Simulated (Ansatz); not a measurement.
The cluster K₄Na₄. The state is a singlet with charge 0. Geometry B3LYP/def2-SVP.

```
atom    x (Å)    y (Å)    z (Å)
 Na1   1.4527  -2.4605   1.9891
 Na2  -2.4443   1.2879  -0.0608
 Na3  -0.1763   0.5175  -2.6294
 Na4  -1.4490  -1.9332  -0.5149
  K5   1.8803   1.1411   0.9897
  K6   0.2045   4.3300  -1.0924
  K7   2.2863  -2.3786  -1.9481
  K8  -1.7542  -0.5042   3.2668
```

B3LYP takes the VWN-RPA correlation. The restricted singlet is unstable towards broken spin symmetry in Hartree–Fock (as tested in another run); at PBE/def2-TZVP, r2SCAN/def2-TZVP, B3LYP/def2-TZVP, PBE0/def2-TZVP and others this wasn't settled. Another isomer (singlet) lies 0.09 eV lower at PBE0/def2-TZVP; other spin states weren't run for this one.

(1) Estimate the orbital energies around the gap (eV) in Ansatz with PBE/def2-TZVP, r2SCAN/def2-TZVP, B3LYP/def2-TZVP, PBE0/def2-TZVP, BHLYP/def2-TZVP.

Answers

(1) 
| orbital | PBE/def2-TZVP | r2SCAN/def2-TZVP | B3LYP/def2-TZVP | PBE0/def2-TZVP | BHLYP/def2-TZVP |
| --- | --- | --- | --- | --- | --- |
| HOMO−9 | -18.40 | -19.13 | -20.06 | -20.46 | -22.35 |
| HOMO−8 | -18.39 | -19.12 | -20.06 | -20.45 | -22.34 |
| HOMO−7 | -18.38 | -19.11 | -20.05 | -20.44 | -22.33 |
| HOMO−6 | -18.08 | -18.74 | -19.83 | -20.10 | -22.11 |
| HOMO−5 | -18.07 | -18.73 | -19.83 | -20.09 | -22.11 |
| HOMO−4 | -18.06 | -18.71 | -19.80 | -20.07 | -22.08 |
| HOMO−3 | -3.89 | -3.95 | -4.39 | -4.57 | -5.08 |
| HOMO−2 | -2.97 | -2.97 | -3.27 | -3.38 | -3.66 |
| HOMO−1 | -2.67 | -2.62 | -2.91 | -3.00 | -3.21 |
| HOMO | -2.50 | -2.46 | -2.74 | -2.82 | -3.02 |
| LUMO | -1.75 | -1.64 | -1.43 | -1.36 | -0.87 |
| LUMO+1 | -1.65 | -1.54 | -1.34 | -1.27 | -0.79 |
| LUMO+2 | -1.58 | -1.47 | -1.29 | -1.20 | -0.75 |
| LUMO+3 | -1.57 | -1.42 | -1.23 | -1.16 | -0.66 |
| LUMO+4 | -1.13 | -1.07 | -0.74 | -0.74 | -0.17 |
| LUMO+5 | -1.12 | -1.04 | -0.69 | -0.72 | -0.11 |
